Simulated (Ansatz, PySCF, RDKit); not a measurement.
Pair of molecules: NH3 (SMILES N) (first 4 atoms) with N2 (SMILES N#N); geometry from B3LYP-D3(BJ)/def2-TZVP, rigid monomers moved along the line of their centres of mass till H4···N6 is 3.03 Å.
(charge 0, multiplicity 1):
```xyz
6

N     -0.0768    -0.1184    -0.3546
H      0.8808     0.1503    -0.5493
H     -0.6597     0.6904    -0.5370
H     -0.1392    -0.3191     0.6367
N     -0.0085    -0.0503     4.7473
N     -0.0670    -0.1886     3.6670
```

Monomers are frozen at their geometry in the pair; levels with a basis set take the counterpoise correction. Rows marked so take none.

Frozen-core correlation. Rows in 3-21G, 6-31G* carry no dispersion term and start afresh at each structure (6-31G* with six Cartesian d functions). MP2/6-31G* freezes PySCF's default core.

Codes used: Ansatz (a quantum-chemistry and plane-wave program); PySCF for 3-21G rows, 6-31G* rows, the dispersion terms; RDKit for the force fields. Values without a source in brackets are computed.

```
level                            interaction energy (kcal/mol)
-------------------------------  -----------------------------
MMFF94                                                   -0.11
PBE/def2-TZVPPD                                          -0.41
B3LYP/3-21G (no counterpoise)                            -1.10
B3LYP-D4/def2-TZVPPD                                     -0.37
PBE0/def2-TZVPPD                                         -0.34
PBE0-D3(BJ)/def2-TZVPPD                                  -0.55
M06-2X/6-31G* (no counterpoise)                          -0.67
MP2/6-31G* (no counterpoise)                             -0.80
CCSD(T)/aug-cc-pVTZ                                        [?]
```

**Question.** What belongs in the gaps?

**Answer.** 
- CCSD(T)/aug-cc-pVTZ, interaction energy (kcal/mol): -0.47
